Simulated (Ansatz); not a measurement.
Two isomers of CH7BGeO: A = `[BH2][GeH2][O]C`, B = `B[O][GeH2][CH3]`.

Program: Ansatz. Geometries: PBE0-D4/def2-TZVP. ΔE: electronic, gas phase. CCSD(T)/CBS is the MP2 limit (def2-TZVPP, def2-QZVPP) plus CCSD(T) − MP2 in def2-TZVPP, frozen cores. DFT in def2-TZVPP. For Ge outer-core shells are correlated without core-valence functions, which leaves a few kJ/mol of doubt a bond. Scalar relativity is left out up to krypton. One conformer a species, not always the lowest.

Problem. Which isomer does CCSD(T)/CBS put lower? Give the gap. (Best estimate.)

Solution. The calculation gave: B, by 59.7 kcal/mol.

Problem. Give E(B) − E(A) in kcal/mol with ωB97M-V, MP2/def2-TZVPP, PBE-D4, PBE0-D4, CCSD/def2-TZVPP, B2PLYP, CCSD(T)/def2-TZVPP. (An estimate is asked.)

Solution. The calculation gave: ωB97M-V -60.3, MP2/def2-TZVPP -62.7, PBE-D4 -57.7, PBE0-D4 -58.4, CCSD/def2-TZVPP -59.7, B2PLYP -60.3, CCSD(T)/def2-TZVPP -60.1. None reverses the order clearly.

Largest T1 diagnostic: 0.013.

From PBE to PBE0 (25 % exact exchange), in def2-TZVPP and without D4, E(B) − E(A) moves by −0.7 kcal/mol. In def2-TZVPP, CCSD(T) changes the Hartree–Fock value by −1.7 kcal/mol (the triples alone add −0.4 kcal/mol) and MP2 by −4.3 kcal/mol.
